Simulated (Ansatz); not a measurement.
Species: H3BPO, charge 0, doublet. H3BPO (SMILES P[B]O, doublet).
B3LYP-D3(BJ)/def2-TZVP minimum from Ansatz (a program for electronic structure):
```
B
O 1 1.3382
H 2 0.9639 1 115.40
P 1 1.9126 2 125.03 3 -174.99
H 4 1.4126 1 96.85 2 -144.66
H 4 1.4209 5 96.03 1 -100.00
```
Charge 0, spin multiplicity 2.

Total energies in hartree (Ansatz). Open shells are spin-unrestricted; no spin-orbit coupling. Correlated methods leave the cores frozen. No relativity. For partners of very few electrons the exact lower level stands in for a higher one.

```tsv
species	HF/cc-pV(T+d)Z	CCSD(T)/cc-pV(T+d)Z	HF/cc-pV(Q+d)Z	CCSD(T)/cc-pV(Q+d)Z	CCSD(T)/cc-pV(D+d)Z	CCSDT(Q)/cc-pV(D+d)Z
1: H3BPO (SMILES O[B]P, doublet)	-442.07763	-442.59958	-442.08888	-442.64402	-442.45073	-442.45289
2: B (doublet)	-24.53207	-24.59810	-24.53297	-24.60084	-24.58941	-24.58977
3: O (triplet)	-74.81176	-74.97396	-74.81729	-74.99357	-74.90995	-74.91013
4: H (doublet)	-0.49981	-0.49981	-0.49995	-0.49995	-0.49928	-0.49928
5: P (quartet)	-340.71631	-340.82157	-340.71872	-340.82830	-340.79336	-340.79376
```

Q: Work out the atomisation energy (electronic, to ground-state atoms) in kJ/mol: take Hartree-Fock from cc-pV(Q+d)Z, extrapolate the CCSD(T) correlation energy as X^-3 (X = 3, 4), and add CCSDT(Q) - CCSD(T) in cc-pV(D+d)Z. 1 hartree = 2625.5 kJ/mol.

A: 
Species 1: correlation (64·(-0.55514) - 27·(-0.52195))/37 = -0.57936; step -0.00216; E1 = -442.08888 + (-0.57936) + (-0.00216) = -442.67040
Species 2: correlation (64·(-0.06787) - 27·(-0.06603))/37 = -0.06921; step -0.00036; E2 = -24.53297 + (-0.06921) + (-0.00036) = -24.60254
Species 3: correlation (64·(-0.17628) - 27·(-0.16220))/37 = -0.18655; step -0.00018; E3 = -74.81729 + (-0.18655) + (-0.00018) = -75.00402
Species 4: correlation (64·(0.00000) - 27·(0.00000))/37 = 0.00000; step +0.00000; E4 = -0.49995 + (0.00000) + (+0.00000) = -0.49995
Species 5: correlation (64·(-0.10958) - 27·(-0.10526))/37 = -0.11273; step -0.00040; E5 = -340.71872 + (-0.11273) + (-0.00040) = -340.83185
-1·E1 +1·E2 +1·E3 +3·E4 +1·E5 = 0.73214 hartree = 1922.2 kJ/mol.
